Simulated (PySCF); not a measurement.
An unknown is described by computed data only.

Formula: C8H12O.

| Property | Result |
| --- | --- |
| Rotational structure | rotational constants A, B, C: 4.075, 0.825, 0.705 GHz [GFN2-xTB] |
| Dipole | 1.04 D [PBE0/pcSseg-1] |
| 1H NMR | chemical shifts (computed TMS as zero) by class: 6.64 (1 H), 5.97 (1 H), 5.89 (1 H), 5.85 (1 H), 5.42 (1 H), 4.34 (1 H), 4.11 (1 H), 3.80 (2 H), 1.47 (3 H) ppm [GIAO PBE0/pcSseg-1] |
| NMR, other nuclei | isotropic shieldings of nuclei other than C and H, by class: 193 (1 O) ppm [GIAO PBE0/pcSseg-1] |
| 13C NMR | chemical shifts (computed TMS as zero) by class: 169.3 (1 C), 150.8 (1 C), 145.1 (1 C), 122.5 (1 C), 120.3 (1 C), 86.9 (1 C), 65.2 (1 C), 17.4 (1 C) ppm [GIAO PBE0/pcSseg-1] |

Electronic properties: PySCF, gas phase, density fitting. Levels stand in brackets. Geometry: GFN2-xTB, one conformer, isolated molecule. NMR values are class means; diastereotopic atoms form classes of their own.

**Question.** What is the compound? Reason from the data.

**Answer.** Numbering: `[CH2:1]=[CH:2][C:3](=[CH2:4])[C:5](=[CH2:6])[O:7][CH2:8][CH3:9]`. Its formula, C8H12O, gives 3 degrees of unsaturation: 0 rings and 3 π bonds in the structure found. 8 carbons fall into 8 classes; from least to most shielded: vinylic carbon bearing oxygen [C5] (169.3 ppm), fully substituted alkene carbon [C3] (150.8 ppm), alkene CH carbon [C2] (145.1 ppm), terminal =CH2 carbon [C1] (122.5 ppm), terminal =CH2 carbon [C4] (120.3 ppm), terminal =CH2 carbon [C6] (86.9 ppm), sp3 carbon bound to oxygen [C8] (65.2 ppm), methyl carbon [C9] (17.4 ppm). Hydrogen classes from least to most shielded: 1 H on an alkene CH carbon, C2 (6.64 ppm), 1 H on a terminal =CH2 carbon, C1 (5.97 ppm), 1 H on a terminal =CH2 carbon, C4 (5.89 ppm), 1 H on a terminal =CH2 carbon, C4 (5.85 ppm), 1 H on a terminal =CH2 carbon, C1 (5.42 ppm), 1 H on a terminal =CH2 carbon, C6 (4.34 ppm), 1 H on a terminal =CH2 carbon, C6 (4.11 ppm), 2 H on an sp3 carbon bound to oxygen, C8 (3.80 ppm), 3 H on a methyl carbon, C9 (1.47 ppm). The other shieldings belong to: 193 ppm, ether oxygen [O7]. The optimised geometry has point group C1 and is an asymmetric top. Structure: `C=CC(=C)C(=C)OCC`. Computed isomers that give other values at the same levels: `CC(C)(C)c1ccco1` (13C chemical shifts (computed TMS as zero) by class: 169.8 (1 C), 145.4 (1 C), 116.9 (1 C), 109.1 (1 C), 35.6 (1 C), 30.6 (3 C) ppm); `C=C[C@@H]1CCC[C@@H]2O[C@H]12` (13C chemical shifts (computed TMS as zero) by class: 151.2 (1 C), 120.6 (1 C), 53.8 (1 C), 50.0 (1 C), 49.8 (1 C), 29.2 (1 C), 28.5 (1 C), 25.7 (1 C) ppm); `C=CC(=O)C(C)(C)C=C` (13C chemical shifts (computed TMS as zero) by class: 205.3 (1 C), 153.5 (1 C), 138.4 (1 C), 138.1 (1 C), 121.0 (1 C), 53.9 (1 C), 24.1 (2 C) ppm). The assignments are read from this structure; whether some other isomer fits the data as well wasn't checked.

Shape of the structure used: `[CH2:1]=[CH:2][C:3](=[CH2:4])[C:5](=[CH2:6])[O:7][CH2:8][CH3:9]`: C1–C2–C3–C4 -33°, C2–C3–C5–C6 -26°, C3–C5–O7–C8 178°, C5–O7–C8–C9 -178°.
